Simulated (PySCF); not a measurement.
**SMILES C(=C)c1ccc(Cl)c(=O)cc1, C9H7ClO**

Geometry:
```
atom   x (Å)   y (Å)   z (Å)
  C1   2.100  -1.628   0.301
  C2   1.332  -0.643  -0.179
  C3  -0.129  -0.525  -0.044
  C4  -0.898  -1.644   0.172
  C5  -2.298  -1.763   0.363
  C6  -3.292  -0.824   0.392
 Cl7  -4.897  -1.386   0.661
  C8  -3.218   0.647   0.221
  O9  -4.220   1.336   0.300
 C10  -1.927   1.279  -0.062
 C11  -0.658   0.805  -0.172
 H12   1.689  -2.459   0.881
 H13   3.180  -1.625   0.140
 H14   1.819   0.186  -0.705
 H15  -0.366  -2.599   0.189
 H16  -2.650  -2.788   0.513
 H17  -2.062   2.357  -0.197
 H18   0.098   1.568  -0.386
```

Computed with TDDFT CAM-B3LYP/aug-cc-pVDZ excited states, vertical, gas phase in PySCF. Geometry: PBE0-D3(BJ)/def2-SVP.

(1) How strongly do the lowest singlets absorb one photon, and two photons of half the energy?

## Answers

(1) δ for parallel linear polarisation; σ at the peak of a Lorentzian of half width 0.1 eV, single beam; Ω is circular over linear.
```csv
state,E (eV),f,photon λ (nm),δ (au),σ (GM),Ω,main
S1,3.48,0.222,713,58.3,0.26,0.73,HOMO→LUMO 0.96
S2,4.03,0.000,616,0.15,0.00,0.81,"HOMO−1→LUMO+1 0.58, HOMO−1→LUMO 0.36"
S3,4.18,0.000,594,0.96,0.01,0.52,"HOMO−1→LUMO 0.58, HOMO−1→LUMO+1 0.37"
S4,4.31,0.087,575,281,1.91,0.32,"HOMO→LUMO+1 0.77, HOMO−2→LUMO 0.17"
S5,5.25,0.507,472,1450,14.63,0.88,"HOMO−2→LUMO 0.69, HOMO−3→LUMO 0.17"
S6,5.53,0.096,448,3220,36.16,0.72,"HOMO−3→LUMO 0.68, HOMO−2→LUMO 0.09"
```

Among these, the strongest one-photon state is S5, the strongest two-photon state S6, with a dipole change of 2.0 D (relaxed, norm of the difference vector).
